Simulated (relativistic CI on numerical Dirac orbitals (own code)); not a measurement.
## Sensitivity of the levels of Lu¹⁷⁺ to α and to the nuclear radius

Calculated at this level of theory: Dirac-Coulomb-Breit CI, KLI orbitals optimised for each configuration, derivatives by finite differences, unscaled Slater integrals, QED left out (own radial code, finite nucleus).

Configuration list (outside the closed core [Ar] 3d10 4p6 4d10): 4s²4f⁸, 4s4f⁹, 4f¹⁰. Levels of other configurations are missing.

With x = (α/α₀)² − 1 an excitation energy changes as ω = ω₀ + qx; K = 2q/ω₀ is the relative enhancement. Terms are leading LS components, so labels can repeat. The field-shift factor is F = δν/δ⟨r²⟩ for the transition from the lowest level.

Lowest level 4s²4f⁸ ⁷F6.

| Level | ω₀ (cm⁻¹) | q (cm⁻¹) | K | F (GHz/fm²) |
| --- | --- | --- | --- | --- |
| 4s²4f⁸ ⁷F5 | 5834.8 | 6500 | 2.23 | 0.286 |
| 4s²4f⁸ ⁷F4 | 8662.3 | 6801 | 1.57 | 0.319 |
| 4s²4f⁸ ⁷F3 | 11381.5 | 9895 | 1.74 | 0.454 |
| 4s²4f⁸ ⁷F2 | 13157.9 | 11150 | 1.69 | 0.513 |
| 4s²4f⁸ ⁷F1 | 14435.3 | 12580 | 1.74 | 0.576 |
| 4s²4f⁸ ⁷F0 | 15033.2 | 13090 | 1.74 | 0.599 |
| 4s²4f⁸ ⁵D4 | 36295.6 | -996.6 | -0.0549 | 0.279 |
| 4s²4f⁸ ⁵G6 | 46629.5 | -7059 | -0.303 | 0.158 |
| 4s²4f⁸ ⁵L10 | 46678.0 | 158.7 | 0.0068 | 0.451 |
| 4s²4f⁸ ⁵L9 | 51050.6 | 5055 | 0.198 | 0.662 |
| 4s²4f⁸ ⁵G5 | 51424.7 | 1757 | 0.0683 | 0.521 |
| 4s²4f⁸ ⁵D3 | 51931.9 | 12620 | 0.486 | 0.912 |
| 4s²4f⁸ ⁵G4 | 52034.5 | -386.9 | -0.0149 | 0.446 |

At this charge energies of transitions that change n are usually good to better than 1 %, and those within a shell (Δn = 0) to a few per cent. Terms inside the open d or f shell come out 10 to 20 % too wide with unscaled integrals.
